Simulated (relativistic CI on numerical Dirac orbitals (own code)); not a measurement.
**Forbidden lines of Nd¹³⁺**

Computed by Dirac-Coulomb-Breit CI, separate exchange-only KLI orbitals for each configuration, model QED (radiative potential, 1s self-energy scaled to tabulated hydrogen-like ionisation energies), unscaled Slater integrals (own radial code, finite nucleus).

Configuration list (outside the closed core [Kr]): 4d10.5s, 4d10.4f, 4d10.5p, 4d10.5d, 4d10.5f, 4d9.5s.4f, 4d10.5g, 4d10.6s, 4d10.6p, 4d9.5s2, 4d10.6d. Double excitations out of closed p, d and f shells are left out; levels of such configurations are missing from the list, as are those of other unlisted configurations, and high levels can miss mixing partners.

| λ vac (Å) | Lower | Upper | Type | A (s⁻¹) | E lower (cm⁻¹) | E upper (cm⁻¹) |
| --- | --- | --- | --- | --- | --- | --- |
| 98.053 | 4d10.5s 2S_1/2 [1] | 4d9.5s2 2D_3/2 [40] | E2 | 5.60e+06 | 0 | 1019860 |
| 99.456 | 4d10.4f 2F°_5/2 [2] | 4d9.5s.4f 2F°_7/2 [51] | E2 | 2.20e+06 | 51976 | 1057441 |
| 100.35 | 4d10.4f 2F°_5/2 [2] | 4d9.5s.4f 2G°_7/2 [49] | E2 | 2.65e+05 | 51976 | 1048524 |
| 100.70 | 4d10.4f 2F°_5/2 [2] | 4d9.5s.4f 2G°_9/2 [48] | E2 | 2.36e+05 | 51976 | 1045062 |
| 100.77 | 4d10.4f 2F°_7/2 [3] | 4d9.5s.4f 2G°_7/2 [49] | E2 | 3.35e+06 | 56209 | 1048524 |
| 101.13 | 4d10.4f 2F°_7/2 [3] | 4d9.5s.4f 2G°_9/2 [48] | E2 | 5.39e+06 | 56209 | 1045062 |
| 101.36 | 4d10.4f 2F°_5/2 [2] | 4d9.5s.4f 4G°_5/2 [47] | E2 | 1.05e+06 | 51976 | 1038600 |
| 101.36 | 4d10.4f 2F°_5/2 [2] | 4d9.5s.4f 4G°_7/2 [46] | E2 | 1.75e+06 | 51976 | 1038524 |
| 101.54 | 4d10.5s 2S_1/2 [1] | 4d9.5s2 2D_5/2 [21] | E2 | 4.99e+06 | 0 | 984881 |
| 101.79 | 4d10.4f 2F°_7/2 [3] | 4d9.5s.4f 4G°_5/2 [47] | E2 | 1.70e+06 | 56209 | 1038600 |
| 101.80 | 4d10.4f 2F°_7/2 [3] | 4d9.5s.4f 4G°_7/2 [46] | E2 | 7.01e+05 | 56209 | 1038524 |
| 102.46 | 4d10.4f 2F°_7/2 [3] | 4d9.5s.4f 2G°_9/2 [45] | E2 | 1.01e+06 | 56209 | 1032199 |
| 102.48 | 4d10.4f 2F°_5/2 [2] | 4d9.5s.4f 2F°_5/2 [44] | E2 | 2.34e+06 | 51976 | 1027803 |
| 102.97 | 4d10.4f 2F°_7/2 [3] | 4d9.5s.4f 2H°_11/2 [43] | E2 | 2.78e+06 | 56209 | 1027385 |
| 103.28 | 4d10.4f 2F°_5/2 [2] | 4d9.5s.4f 2G°_9/2 [41] | E2 | 1.90e+06 | 51976 | 1020250 |
| 103.34 | 4d10.4f 2F°_5/2 [2] | 4d9.5s.4f 2G°_7/2 [39] | E2 | 2.86e+06 | 51976 | 1019640 |
| 103.73 | 4d10.4f 2F°_7/2 [3] | 4d9.5s.4f 2G°_9/2 [41] | E2 | 5.29e+04 | 56209 | 1020250 |
| 103.80 | 4d10.4f 2F°_7/2 [3] | 4d9.5s.4f 2G°_7/2 [39] | E2 | 1.87e+05 | 56209 | 1019640 |
| 104.08 | 4d10.4f 2F°_7/2 [3] | 4d9.5s.4f 2D°_5/2 [37] | E2 | 5.36e+06 | 56209 | 1016991 |
| 104.22 | 4d10.4f 2F°_5/2 [2] | 4d9.5s.4f 4D°_5/2 [35] | E2 | 4.72e+05 | 51976 | 1011445 |
| 104.24 | 4d10.4f 2F°_5/2 [2] | 4d9.5s.4f 2H°_9/2 [34] | E2 | 9.79e+04 | 51976 | 1011257 |
| 104.30 | 4d10.5s 2S_1/2 [1] | 4d9.5s.4f 4P°_5/2 [16] | M2 | 8.04e+03 | 0 | 958819 |
| 104.71 | 4d10.4f 2F°_7/2 [3] | 4d9.5s.4f 2H°_9/2 [34] | E2 | 1.42e+06 | 56209 | 1011257 |
| 105.31 | 4d10.4f 2F°_7/2 [3] | 4d9.5s.4f 4G°_11/2 [32] | E2 | 1.33e+06 | 56209 | 1005800 |
| 105.54 | 4d10.4f 2F°_5/2 [2] | 4d9.5s.4f 2D°_5/2 [29] | E2 | 2.94e+06 | 51976 | 999482 |
| 105.58 | 4d10.4f 2F°_7/2 [3] | 4d9.5s.4f 2F°_7/2 [31] | E2 | 2.99e+06 | 56209 | 1003377 |
| 105.60 | 4d10.4f 2F°_5/2 [2] | 4d9.5s.4f 2H°_9/2 [28] | E2 | 2.91e+06 | 51976 | 998981 |
| 106.07 | 4d10.4f 2F°_7/2 [3] | 4d9.5s.4f 2H°_9/2 [28] | E2 | 7.67e+05 | 56209 | 998981 |
| 106.11 | 4d10.4f 2F°_5/2 [2] | 4d9.5s.4f 4F°_9/2 [27] | E2 | 4.53e+05 | 51976 | 994421 |
| 106.33 | 4d10.4f 2F°_5/2 [2] | 4d9.5s.4f 4H°_7/2 [26] | E2 | 8.20e+05 | 51976 | 992472 |
| 106.59 | 4d10.4f 2F°_7/2 [3] | 4d9.5s.4f 4F°_9/2 [27] | E2 | 4.81e+04 | 56209 | 994421 |
| 107.12 | 4d10.4f 2F°_7/2 [3] | 4d9.5s.4f 4F°_5/2 [23] | E2 | 6.09e+05 | 56209 | 989781 |
| 107.62 | 4d10.4f 2F°_7/2 [3] | 4d9.5s.4f 2H°_11/2 [22] | E2 | 2.75e+06 | 56209 | 985414 |
| 107.84 | 4d10.4f 2F°_5/2 [2] | 4d9.5s.4f 4H°_9/2 [20] | E2 | 1.93e+06 | 51976 | 979289 |
| 108.83 | 4d10.4f 2F°_7/2 [3] | 4d9.5s.4f 4H°_11/2 [19] | E2 | 6.06e+05 | 56209 | 975076 |
| 110.27 | 4d10.4f 2F°_5/2 [2] | 4d9.5s.4f 4P°_5/2 [16] | E2 | 4.07e+04 | 51976 | 958819 |
| 110.79 | 4d10.4f 2F°_7/2 [3] | 4d9.5s.4f 4P°_5/2 [16] | E2 | 1.71e+05 | 56209 | 958819 |
| 1924.0 | 4d10.5s 2S_1/2 [1] | 4d10.4f 2F°_5/2 [2] | E3 | 4.62e-07 | 0 | 51976 |
| 23627.0 | 4d10.4f 2F°_5/2 [2] | 4d10.4f 2F°_7/2 [3] | M1 | 8.75e-01 | 51976 | 56209 |

Terms are leading LS components. Brackets give the number of a level in order of energy, since labels repeat. The list gives strong lines, with weight on those to low levels. Levels whose partners in the same complex of configurations lie outside the list can be far off, and so can their lines. Rates are taken at the computed energies, electric ones in the length gauge.

At this charge transitions that keep the count of f electrons are usually good to a few per cent. Levels and lines within the n = 5 or 6 shells can be off by up to 10 % or somewhat more, and those that change n by about 2 %, since core polarisation is missing. Levels that differ in their count of f electrons can be misplaced by several ten thousand cm⁻¹, since the correlation energy of f electrons is missing or only estimated; rates across such gaps can be off by orders of magnitude.

LS names give the leading component of a level, which can be under half, so a name can repeat, a term be missing and a line seem to break the LS rules.
